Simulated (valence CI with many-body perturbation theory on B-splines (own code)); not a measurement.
Values are calculated unless marked as measured or tabulated.
# Hyperfine factors and g values of Eu⁵⁶⁺

Level of theory: relativistic CI+MBPT: five valence electrons over a frozen Dirac-Fock core [He], radial functions for each j: 9 s, 9 p, 8 d, 6 f, 3 g, 1 h, with the one-electron correlation potential Σ1 (screened to all orders), the two-electron term Σ2, the three-electron term Σ3, Breit, model QED; selected single and double excitations, second order for the rest (own B-spline code, finite nucleus).

No measured spectrum was set against this ion. As an estimate, large intervals hold to a few tenths of a per cent, small ones and those within an open d or f shell to about a per cent. Among the levels kept, up to 1200 cm⁻¹ of a level comes from second order outside the variational space, and about a tenth of that is noise between levels of different J, which matters for small intervals.

A/g_I is the dipole constant over the nuclear g factor μ/I (μ in nuclear magnetons, uniformly magnetised nucleus), B/Q the quadrupole constant per barn. Both hold the static response of the core; the bare values leave it out. Large factors of s and p1/2 electrons are usually good to 5 to 10 %; those of open d and f shells near neutrality can be off by tens of per cent, and small factors of p3/2, d and f electrons come from cancelling terms and can be off by a factor of two or in sign, in half-filled shells by more. B is blank for J = 1/2, where it vanishes, and for nearly pure S terms. Energies count from the lowest level.

Levels are named by their leading jj configuration (3d3/2^4 stands for four electrons in 3d with j = 3/2), which in mixed levels can hold well under half, so a name can repeat and another be missing. Letters in brackets count levels of one name in rising energy.

```
                             Level  E (× 10³ cm⁻¹)      g  A/g_I (MHz)  A/g_I bare  B/Q (MHz/b)  B/Q bare
        (2s^2 2p1/2^2 2p3/2) J=3/2            0.00  1.333       479000      491000       910000    912000
        (2s^2 2p1/2 2p3/2^2) J=3/2          5303.4  1.440      -142000     -124000        77400     77500
        (2s^2 2p1/2 2p3/2^2) J=5/2          5480.8  1.173      1130000     1140000        -3240     -3240
        (2s^2 2p1/2 2p3/2^2) J=1/2          5804.7  0.631      3680000     3670000                       
        (2s 2p1/2^2 2p3/2^2) J=5/2          7491.5  1.461      2650000     2630000       177000    177000
        (2s 2p1/2^2 2p3/2^2) J=1/2          8177.1  2.039     1.13e+07    1.11e+07                       
        (2s 2p1/2^2 2p3/2^2) J=3/2          8188.9  1.183     -1670000    -1620000      -155000   -155000
              (2s^2 2p3/2^3) J=3/2           11120  1.288       504000      515000      -990000   -992000
      (2s 2p1/2 2p3/2^3) J=3/2 [a]           12979  1.579      2660000     2650000      -741000   -742000
          (2s 2p1/2 2p3/2^3) J=5/2           13279  1.284      3310000     3290000     -1130000  -1130000
          (2s 2p1/2 2p3/2^3) J=1/2           13671  1.377     -4070000    -3990000                       
      (2s 2p1/2 2p3/2^3) J=3/2 [b]           13751  1.029       146000      170000      -249000   -249000
           (2p1/2^2 2p3/2^3) J=3/2           16167  1.309       467000      489000      -945000   -947000
                (2s 2p3/2^4) J=1/2           19111  1.837     1.13e+07    1.12e+07                       
             (2p1/2 2p3/2^4) J=1/2           21672  0.631      3690000     3660000                       
           (2s^2 2p1/2^2 3s) J=1/2           51052  2.003      3230000     3200000                       
        (2s^2 2p1/2^2 3p1/2) J=1/2           51715  0.652      1070000     1060000                       
        (2s^2 2p1/2^2 3p3/2) J=3/2           53398  1.326       140000      144000       266000    266000
        (2s^2 2p1/2^2 3d3/2) J=3/2           54008  0.785        81400       81200        44800     45200
        (2s^2 2p1/2^2 3d5/2) J=5/2           54519  1.192        29900       30000        38000     38600
   (2s^2 2p1/2 2p3/2 3s) J=3/2 [a]           56435  1.662       765000      769000       600000    602000
       (2s^2 2p1/2 2p3/2 3s) J=1/2           56504  1.299     -1480000    -1450000                       
       (2s^2 2p1/2 2p3/2 3s) J=5/2           56584  1.319      1690000     1680000       872000    873000
   (2s^2 2p1/2 2p3/2 3s) J=3/2 [b]           56628  0.967      1020000     1030000       525000    526000
    (2s^2 2p1/2 2p3/2 3p1/2) J=1/2           57091  1.728      -765000     -737000                       
(2s^2 2p1/2 2p3/2 3p1/2) J=3/2 [a]           57139  1.135       768000      774000       183000    184000
    (2s^2 2p1/2 2p3/2 3p1/2) J=5/2           57244  1.059      1260000     1260000       864000    865000
(2s^2 2p1/2 2p3/2 3p1/2) J=3/2 [b]           57498  1.320       735000      746000       903000    905000
       (2s 2p1/2^2 2p3/2 3s) J=5/2           58306  1.596      2890000     2870000       936000    938000
   (2s 2p1/2^2 2p3/2 3s) J=3/2 [a]           58509  1.451      3400000     3380000       469000    470000
(2s^2 2p1/2 2p3/2 3p3/2) J=1/2 [a]           58710  1.530     -1220000    -1190000                       
(2s^2 2p1/2 2p3/2 3p3/2) J=5/2 [a]           58745  1.425       147000      156000       908000    910000
(2s^2 2p1/2 2p3/2 3p3/2) J=3/2 [a]           58786  1.149      1150000     1150000      -594000   -595000
    (2s^2 2p1/2 2p3/2 3p3/2) J=7/2           58844  1.226       801000      806000      1150000   1150000
(2s^2 2p1/2 2p3/2 3p3/2) J=3/2 [b]           58915  1.388      -329000     -309000       422000    423000
       (2s 2p1/2^2 2p3/2 3s) J=1/2           58969  0.800     -2110000    -2060000                       
(2s^2 2p1/2 2p3/2 3p3/2) J=5/2 [b]           59035  1.189       994000      997000       128000    128000
(2s 2p1/2^2 2p3/2 3p1/2) J=3/2 [a]           59060  1.692      3610000     3590000       617000    618000
    (2s 2p1/2^2 2p3/2 3p1/2) J=5/2           59067  1.355      2700000     2680000       881000    883000
   (2s 2p1/2^2 2p3/2 3s) J=3/2 [b]           59105  1.390      -347000     -325000       455000    456000
```

Task: Take the isotope of mass number 151, with I = 5/2, μ = 3.4635 μN and Q = 0.903 b. What is the hyperfine structure of (2s^2 2p1/2^2 2p3/2) J=3/2?

Result: From the table A = 663000 MHz, B = 822000 MHz. Shifts from the centre of gravity in MHz: F = 1: -2910000, F = 2: -2240000, F = 3: -618000, F = 4: 2690000.
